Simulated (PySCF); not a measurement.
Si(H)(Me)(OH)(OMe) (C₂H₈O₂Si), SMILES CO[SiH](C)O. Coordinates come from a ωB97X-D3(BJ)/def2-SVP optimisation. Other conformers were not sampled.

Question: Give the equilibrium geometry at ωB97X-D3(BJ)/def2-SVP (PySCF confirms it by a frequency run) as bond lengths and angles. (The exact figures need the calculation; the answer reports its results.)

Answer: Several could match; the one computed here: 
Atoms: Si1 C2 O3 O4 C5 H6 H7 H8 H9 H10 H11 H12 H13. Bonds (Å): Si1–C2 1.852, Si1–O3 1.669, Si1–O4 1.664, Si1–H6 1.497, C2–H7 1.101, C2–H8 1.101, C2–H9 1.101, O3–H10 0.961, O4–C5 1.405, C5–H11 1.106, C5–H12 1.101, C5–H13 1.107. Angles (°): C2–Si1–O3 108.3, C2–Si1–O4 106.9, C2–Si1–H6 113.9, O3–Si1–O4 111.6, O3–Si1–H6 108.2, O4–Si1–H6 108.0, Si1–C2–H7 110.7, Si1–C2–H8 111.0, Si1–C2–H9 109.7, H7–C2–H8 108.7, H7–C2–H9 108.2, H8–C2–H9 108.3, Si1–O3–H10 117.6, Si1–O4–C5 123.5, O4–C5–H11 111.6, O4–C5–H12 109.0, O4–C5–H13 111.9, H11–C5–H12 108.0, H11–C5–H13 108.2, H12–C5–H13 108.0.
